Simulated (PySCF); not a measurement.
A side-by-side comparison of computed properties.

First species: C₅H₅NO.
InChI=1S/C5H5NO/c6-3-4-1-2-5(4)7/h4H,1-2H2/t4-/m0/s1

Second species: C₇H₉ (charge +1).
SMILES: `CC#C/C=C/[CH+]C`

Levels: PBE0/def2-SVPD for HOMO energy, LUMO energy, HOMO–LUMO gap, static isotropic polarisability and electronic spatial extent ⟨r²⟩ about the centre of nuclear charge; TDDFT PBE0/def2-SVPD for lowest singlet excitation; TDA PBE0/def2-SVPD for lowest triplet excitation (Tamm–Dancoff); GFN2-xTB for rotational constant A and rotational constant C. Geometries: GFN2-xTB. Each species is one conformer at its optimised geometry, gas phase, non-relativistic unless stated. Electronic properties by PySCF.

The conformers computed, where there is a choice (atom-mapped SMILES and torsion angles):
- `[CH3:1][C:2]#[C:3]/[CH:4]=[CH:5]/[CH+:6][CH3:7]`: C4–C5–C6–C7 180°

Q: Which of the two has the higher S1 energy, and by how much?

A: The first: 4.24 eV against 2.63 eV, a difference of 1.61 eV.

Q: Which of the two has the higher LUMO energy, and by how much?

A: The first: -1.62 eV against -8.41 eV, a difference of 6.79 eV.

Q: Which has the higher ⟨r²⟩?

A: The second: 1409 bohr² against 693 bohr², a difference of 716 bohr².

Q: Which has the higher T1 energy?

A: The first: 3.67 eV against 2.03 eV, a difference of 1.64 eV.

Q: Which has the higher HOMO energy?

A: The first: -8.01 eV against -12.53 eV, a difference of 4.52 eV.

Q: Which of the two has the higher static isotropic polarisability, and by how much?

A: The second: 106.2 au against 61.2 au, a difference of 45.0 au.

Q: Which has the higher rotational constant C?

A: The first: 1.750 GHz against 0.792 GHz, a difference of 0.958 GHz.

Q: Which of the two has the higher HOMO–LUMO gap, and by how much?

A: The first: 6.39 eV against 4.12 eV, a difference of 2.27 eV.

On the first: S1 lies 2.15 eV below the HOMO–LUMO gap; its leading configuration is HOMO→LUMO, weight 0.97. The principal polarisabilities are 50.1, 61.0 and 72.6 au; their mean is the isotropic value.

On the second: S1 lies 1.49 eV below the HOMO–LUMO gap; its leading configuration is HOMO−1→LUMO, weight 0.99. 1 of the 6 computed singlets lies in the visible range (750 to 380 nm, 1.65 to 3.26 eV), with an oscillator strength of 0.000.
